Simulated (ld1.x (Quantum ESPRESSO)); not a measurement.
# promethium (Pm): one change to a TM semilocal potential, before and after

promethium, norm-conserving Troullier–Martins (semilocal form), made with ld1.x (Quantum ESPRESSO) 7.5 (PBE, scalar-relativistic). Core [Xe] 4f4, reference 5d1 6s1.75 6p0.25. Waves: 6p (bound): rc 3.65 bohr; 5d (bound): rc 3.10 bohr; 6s (bound): rc 2.95 bohr. Local part: the s channel. Core correction: none.

Change: wave 6s (bound): rc 2.95 bohr becomes 6s (bound): rc 3.92 bohr.

Cutoffs: the cutoffs (Ry, on a coarse ladder) from which the occupation-weighted sum of valence levels, in a spherical-Bessel basis at the reference potential, stays within 10 and 1 mRy of its value at 400 Ry; they do not see the model core or the augmentation charge, which bear on the density cutoff. Errors are all-electron minus pseudo energies relative to the spin-unpolarised reference configuration.

**Question.** How do hardness, ghosts and transferability respond?

**Answer.** The potential gets softer (12 Ry and 18 Ry → 12 Ry and 15 Ry); the errors of the 7 common tests hardly move; neither file shows a bound ghost. A larger radius leaves more room for a smooth pseudo-wave, so fewer plane waves are needed. A semilocal file is local in each channel, so a ghost entry of none says nothing of the separable form that plane-wave codes build from it.

```tsv
quantity	base	changed
cutoff, loose	12 Ry	12 Ry
cutoff, tight	18 Ry	15 Ry
bound ghosts	none	none
error for 5d1 6s2 6p0, meV [ΔE -0.65 eV]	+0.2	+0.2
error for 5d1 6s1 6p0, meV [ΔE 5.71 eV]	+0.7	+0.6
error for 5d1 6s0 6p0, meV [ΔE 17.31 eV]	+187	+184
error for 5d1.5 6s1.5 6p0, meV [ΔE -0.05 eV]	+13	+13
error for 5d2 6s1 6p0, meV [ΔE 0.64 eV]	+45	+44
error for 5d1 6s0 6p1, meV [ΔE 9.02 eV]	+43	+40
error for 5d0 6s2 6p0, meV [ΔE 5.64 eV]	+188	+183
```
